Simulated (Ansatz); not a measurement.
Steps of a relaxation of CH$_{3}$AlClFO, SMILES `[OH][Al]([F])[CH2]Cl` with RKS PBE0-D4/def2-TZVP.

```sh
$ ansatz run in.yaml --threads 2 --pin off --events-out ev --progress --plain --max-ram 4352MiB
```

```yaml
crystal:
  periodic: [false, false, false]
  atoms:
    - {symbol: O, position_ang: [-0.987961, 1.049489, 1.356269]}
    - {symbol: Al, position_ang: [0.148708, -0.039549, 0.690348]}
    - {symbol: F, position_ang: [1.413933, -0.640943, 1.616683]}
    - {symbol: C, position_ang: [-0.086076, -0.643428, -1.142623]}
    - {symbol: Cl, position_ang: [1.092940, 0.745830, -1.600245]}
    - {symbol: H, position_ang: [-0.845960, 1.494217, 2.206093]}
    - {symbol: H, position_ang: [0.385071, -1.577799, -1.498025]}
    - {symbol: H, position_ang: [-1.028453, -0.444916, -1.684402]}
basis:
  gaussian: {orbitals: def2-TZVP}
hamiltonian: {xc: pbe0, dispersion: d4}
relax: {f_tol: 0.005, max_steps: 150}
```

Positions (Å) and forces (eV/Å) along the path, 9 of 9 steps:

```xyz
8
step=1 energy=-24963.2026 eV
O    -0.988    1.049    1.356    0.529   -0.070    0.353
Al    0.149   -0.040    0.690    0.181    0.079    0.463
F     1.414   -0.641    1.617   -0.646    0.308   -0.486
C    -0.086   -0.643   -1.143    0.045   -0.067   -0.321
Cl    1.093    0.746   -1.600   -0.331   -0.384    0.145
H    -0.846    1.494    2.206   -0.090   -0.351   -0.614
H     0.385   -1.578   -1.498   -0.224    0.543    0.175
H    -1.028   -0.445   -1.684    0.536   -0.058    0.285
8
step=2 energy=-24963.2405 eV
O    -0.980    1.050    1.350    0.283   -0.151    0.014
Al    0.144   -0.038    0.688    0.141    0.035    0.307
F     1.403   -0.633    1.604   -0.392    0.184   -0.289
C    -0.088   -0.646   -1.134    0.124    0.090   -0.175
Cl    1.081    0.732   -1.592   -0.147   -0.164    0.099
H    -0.840    1.480    2.196   -0.040   -0.078   -0.143
H     0.385   -1.562   -1.493   -0.096    0.129    0.080
H    -1.013   -0.440   -1.676    0.126   -0.046    0.107
8
step=3 energy=-24963.2511 eV
O    -0.969    1.049    1.341    0.040   -0.009   -0.015
Al    0.149   -0.027    0.681   -0.030   -0.033    0.014
F     1.385   -0.628    1.590    0.019    0.010    0.002
C    -0.082   -0.639   -1.134    0.047    0.073    0.022
Cl    1.080    0.729   -1.589   -0.047   -0.062    0.008
H    -0.841    1.460    2.193   -0.030    0.033    0.035
H     0.378   -1.560   -1.477    0.034   -0.032   -0.028
H    -1.009   -0.442   -1.662   -0.033    0.019   -0.039
8
step=4 energy=-24963.2517 eV
O    -0.968    1.049    1.343    0.028   -0.009    0.022
Al    0.142   -0.036    0.685   -0.012    0.015   -0.013
F     1.390   -0.622    1.588    0.013   -0.015    0.013
C    -0.083   -0.640   -1.134    0.015    0.020   -0.016
Cl    1.077    0.725   -1.581    0.002    0.001   -0.007
H    -0.839    1.466    2.194   -0.029    0.010   -0.005
H     0.381   -1.559   -1.482   -0.008   -0.011    0.003
H    -1.008   -0.439   -1.668   -0.008   -0.011    0.002
8
step=5 energy=-24963.2519 eV
O    -0.967    1.050    1.343    0.036   -0.008    0.019
Al    0.145   -0.033    0.685   -0.018   -0.001   -0.003
F     1.389   -0.624    1.589    0.004   -0.003    0.001
C    -0.082   -0.639   -1.134    0.007    0.011   -0.007
Cl    1.078    0.725   -1.586    0.002    0.001   -0.008
H    -0.843    1.464    2.195   -0.026    0.007   -0.009
H     0.380   -1.559   -1.481   -0.006   -0.001    0.003
H    -1.008   -0.440   -1.667    0.001   -0.006    0.004
8
step=6 energy=-24963.2521 eV
O    -0.965    1.051    1.344    0.033   -0.008    0.012
Al    0.146   -0.032    0.685   -0.019   -0.010    0.002
F     1.390   -0.626    1.590   -0.002    0.004   -0.006
C    -0.080   -0.637   -1.135   -0.003   -0.002    0.006
Cl    1.080    0.723   -1.593    0.004    0.002   -0.010
H    -0.849    1.463    2.198   -0.018    0.004   -0.012
H     0.379   -1.560   -1.479   -0.001    0.008    0.003
H    -1.008   -0.440   -1.665    0.007    0.001    0.004
8
step=7 energy=-24963.2523 eV
O    -0.962    1.051    1.345    0.018   -0.005    0.006
Al    0.147   -0.032    0.686   -0.012   -0.010    0.004
F     1.391   -0.629    1.590   -0.004    0.005   -0.008
C    -0.078   -0.633   -1.136   -0.006   -0.007    0.012
Cl    1.082    0.721   -1.603    0.002    0.001   -0.007
H    -0.857    1.463    2.201   -0.007    0.000   -0.011
H     0.377   -1.560   -1.477    0.003    0.009    0.002
H    -1.008   -0.439   -1.663    0.006    0.006    0.002
8
step=8 energy=-24963.2524 eV
O    -0.961    1.051    1.346    0.003   -0.001    0.004
Al    0.147   -0.034    0.688   -0.002   -0.004    0.002
F     1.392   -0.630    1.589   -0.002    0.002   -0.003
C    -0.076   -0.631   -1.135   -0.001   -0.001    0.005
Cl    1.083    0.720   -1.610    0.000   -0.001   -0.001
H    -0.862    1.463    2.202    0.000   -0.001   -0.007
H     0.376   -1.559   -1.475    0.001    0.003    0.000
H    -1.008   -0.437   -1.661    0.002    0.003    0.000
8
step=9 energy=-24963.2524 eV
O    -0.961    1.048    1.346    0.001   -0.003   -0.002
Al    0.147   -0.037    0.689   -0.005    0.004    0.000
F     1.393   -0.631    1.589    0.002   -0.001    0.001
C    -0.076   -0.631   -1.134    0.000    0.001    0.001
Cl    1.083    0.720   -1.609    0.000    0.000    0.000
H    -0.862    1.467    2.199    0.001    0.001    0.002
H     0.376   -1.558   -1.476    0.001   -0.001   -0.001
H    -1.008   -0.436   -1.659    0.000    0.000    0.001
```

It took 49 s on 2 threads of an Arm Neoverse V2 on a shared host, with 0.44 GiB of host memory at the peak.
